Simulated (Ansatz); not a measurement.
CH4FOSi (`C[Si](O)F`) radical from Hartree–Fock to CCSD(T)

```xyz
8

C    -0.0215    0.8234   -0.8040
Si   -0.1071   -0.8516   -0.0002
O    -0.5827   -0.6030    1.5522
F     1.3669   -1.4973   -0.0047
H     0.6701    1.4538   -0.2369
H    -1.0055    1.2950   -0.8076
H     0.3353    0.7420   -1.8317
H    -0.6556   -1.3622    2.1328
```

Charge 0, multiplicity 2. All single points use the PBE0-D4/def2-TZVP geometry. It is one conformer, not always the lowest. Frozen core, unrestricted reference, the Gaussian-basis code of Ansatz. CBS rows extrapolate triple and quadruple zeta; past MP2 they add the triple-zeta difference.

```tsv
basis	HF (Eh)	MP2 corr.
def2-SVP	-503.24579	-0.59296
def2-TZVPP	-503.63314	-0.76503
def2-QZVPP	-503.65344	-0.82921
```

(1) Estimate the CCSD correlation energy and the (T) correction in each basis where they were run (hartree).

## Answers

(1) 
```tsv
basis	CCSD corr.	(T)
def2-SVP	-0.62226	-0.01299
def2-TZVPP	-0.78751	-0.02654
CBS(def2)	-0.89922	as TZ
```
